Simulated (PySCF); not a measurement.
Geometry (Å), atoms numbered from 1 in this order:
```xyz
24

C     1.5219   -0.4360    0.9682
N     0.7071   -0.0532   -0.1951
C     1.1989   -0.7258   -1.4033
Al    0.7427    2.0435   -0.3748
C    -0.9341    2.1102    0.7229
C    -1.2948    0.6593    1.0680
C    -0.7324   -0.2809    0.0161
O    -0.9587   -1.6376    0.3948
C    -1.5519   -2.4537   -0.4854
O    -1.9051   -2.1637   -1.5892
H     1.2117    0.1311    1.8542
H     2.5700   -0.1874    0.7602
H     1.4262   -1.5135    1.1741
H     1.1890   -1.8218   -1.2801
H     0.5724   -0.4511   -2.2609
H     2.2298   -0.4025   -1.6022
H     2.1673    2.4149    0.2651
H     0.5639    2.2424   -1.9591
H    -0.8586    2.7148    1.6399
H    -1.7384    2.5664    0.1212
H    -2.3803    0.4719    1.1223
H    -0.8945    0.3636    2.0512
H    -1.2210   -0.1051   -0.9543
H    -1.6703   -3.4541   -0.0207
```

Geometry: PBE0-D3(BJ)/def2-SVP; GIAO shifts from PySCF 2.14, gas phase, non-relativistic, averaged over equivalent atoms.

At PBE0/pcSseg-1 (247 basis functions, 67 s wall time on 1 thread of an Arm Neoverse V1, shared host):
```json
{"atoms": "C9", "δ (ppm)": "163.5"}
{"atoms": "C7", "δ (ppm)": "86.0"}
{"atoms": "C3", "δ (ppm)": "45.4"}
{"atoms": "C1", "δ (ppm)": "37.0"}
{"atoms": "C6", "δ (ppm)": "30.6"}
{"atoms": "C5", "δ (ppm)": "-4.7"}
{"atoms": "N2", "δ (ppm)": "61.4"}
{"atoms": "Al4", "δ (ppm)": "101.6"}
{"atoms": "O10", "δ (ppm)": "441.3"}
{"atoms": "O8", "δ (ppm)": "230.0"}
{"atoms": "H24", "δ (ppm)": "7.94"}
{"atoms": "H23", "δ (ppm)": "5.64"}
{"atoms": "H18", "δ (ppm)": "4.21"}
{"atoms": "H17", "δ (ppm)": "4.16"}
{"atoms": "H14/H15/H16", "δ (ppm)": "2.43"}
{"atoms": "H11/H12/H13", "δ (ppm)": "2.29"}
{"atoms": "H21", "δ (ppm)": "1.98"}
{"atoms": "H22", "δ (ppm)": "1.92"}
{"atoms": "H20", "δ (ppm)": "0.21"}
{"atoms": "H19", "δ (ppm)": "0.16"}
```

Shifts are taken against calculated references (same method and geometry level): $^{13}$C (184.41 ppm), $^{1}$H (31.27 ppm) against TMS; NH3 for $^{15}$N (265.67 ppm); $^{27}$Al (489.28 ppm) against AlH4-; $^{17}$O (334.56 ppm) vs H2O.

Task: Estimate the result of repeating the calculation with HF/pcSseg-1.

Result: 
```
      atoms  δ at HF/pcSseg-1  change
         C9             166.8    +3.3
         C7              77.7    -8.3
         C3              41.5    -3.9
         C1              34.2    -2.8
         C6              26.9    -3.7
         C5              -5.5    -0.8
         N2              37.6   -23.8
        Al4              81.1   -20.5
        O10             434.8    -6.5
         O8             182.6   -47.4
        H24              7.76   -0.18
        H23              5.17   -0.47
        H18              3.76   -0.45
        H17              3.73   -0.43
H14/H15/H16              2.37   -0.06
H11/H12/H13              2.25   -0.04
        H21              1.82   -0.16
        H22              1.66   -0.26
        H20              0.00   -0.21
        H19             -0.05   -0.21
```

References, each an isolated molecule treated in the same way: $^{13}$C (σref 190.85), $^{1}$H (σref 31.69) vs TMS; $^{15}$N (σref 265.72) against NH3; $^{27}$Al (σref 516.24) vs AlH4-; $^{17}$O (σref 333.31) vs H2O.

The largest change is at O8 (ester alkoxy oxygen). Cost: 247 basis functions, 41 s wall time on 1 thread of an Arm Neoverse V1, shared host. The order of the carbon signals is the same at both levels.

Unscaled 17O shifts of doubly bonded oxygen tend to come out too high, by tens of ppm or more. Experimental scales use liquid or dissolved standards, which lie at an offset from isolated NH3 (liquid NH3: subtract about 20 ppm) and H2O (liquid H2O: subtract about 36 ppm).
